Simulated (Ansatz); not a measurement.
CH₅NSeSi (`[SeH]C1N[SiH2]1`), 9 atoms. Total charge 0; spin multiplicity 1. Correlated methods include outer-core shells of Se, which these sets cover unevenly. Scalar relativity is left out up to krypton. All runs use 4 threads of an Arm Neoverse V2 on a shared host. Correlated methods freeze the cores.

(1) Give the basis size and wall time and peak host memory of each of these runs in Ansatz. direct RPA on PBE orbitals/def2-TZVPP energy; RHF-MP2/def2-QZVPP energy; RHF-CCSD(T)/def2-SVP energy; RKS PBE0-D4/def2-TZVPP energy; RKS ωB97M-V/def2-TZVPP energy and forces; RKS PBE0-D4/def2-TZVP frequencies; RHF-CCSD(T)/def2-TZVPP energy; RKS BLYP-D4/def2-TZVPP energy; RKS PBE0-D4/def2-SVP energy; RKS ωB97M-V/def2-SVP energy; RKS PBE0-D4/def2-QZVPP energy; RKS PBE0-D4/def2-TZVP relaxation (11 steps). (Best estimate.)

## Answers

(1) Computed: Other jobs shared the machine, so times are rough.

| level | job | functions | wall time | peak host memory (GiB) |
| --- | --- | --- | --- | --- |
| RKS PBE0-D4/def2-SVP | energy | 103 | 1.1 s | 0.21 |
| RKS BLYP-D4/def2-TZVPP | energy | 222 | 1.8 s | 0.29 |
| RKS PBE0-D4/def2-TZVPP | energy | 222 | 2.6 s | 0.57 |
| direct RPA on PBE orbitals/def2-TZVPP | energy | 222 | 4 s | 0.53 |
| RHF-CCSD(T)/def2-SVP | energy | 103 | 4.3 s | 0.43 |
| RKS ωB97M-V/def2-SVP | energy | 103 | 4.4 s | 0.32 |
| RKS PBE0-D4/def2-QZVPP | energy | 423 | 7.5 s | 1.6 |
| RKS ωB97M-V/def2-TZVPP | energy and forces | 222 | 10 s | 0.8 |
| RHF-MP2/def2-QZVPP | energy | 423 | 18 s | 2.3 |
| RKS PBE0-D4/def2-TZVP | relaxation (11 steps) | 177 | 34 s | 0.49 |
| RHF-CCSD(T)/def2-TZVPP | energy | 222 | 100 s | 3.5 |
| RKS PBE0-D4/def2-TZVP | frequencies | 177 | 110 s | 0.47 |
